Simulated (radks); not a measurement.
Results of a calculation; reference values are marked as such.
Fractional charge and spin in the 6s shell of thallium: the spin-up occupation runs from 0 to 1 and the spin-down occupation from 0 to 1; the fullest corner is Tl+, [Xe] 4f14 5d10 6s(up 1, down 1). Level of theory: scalar-relativistic Kohn-Sham, BLYP, spin-polarised, spherical densities, finite nucleus; Fermi nuclear charge, rms radius of each element as measured or else 0.836 A^(1/3) + 0.57 fm (a radial shooting solver on a logarithmic mesh with Libxc functionals). Energy (eV) above the fullest corner. The planes named below are the two flat planes that join the four corners, with an edge along up + down = one added electron.

down \ up       0    0.25     0.5    0.75       1
0          51.059  42.563  34.660  27.345  20.613
0.25       42.563  34.712  27.445  20.754  14.635
0.5        34.660  27.445  20.803  14.728   9.213
0.75       27.345  20.754  14.728   9.258   4.338
1          20.613  14.635   9.213   4.338   0.000

Corners above the fullest one (they belong to Tl2+ and the next ion): (up 1, down 0) 20.613 eV, (up 0, down 1) 20.613 eV, (up 0, down 0) 51.059 eV. With half an added electron in each spin the energy lies 0.190 eV from the planes (fractional-spin error, the static-correlation error of a stretched bond), and with half an added electron in spin up alone -1.176 eV (fractional-charge error). For a frontier s shell over closed shells the exact functional lies on the planes.
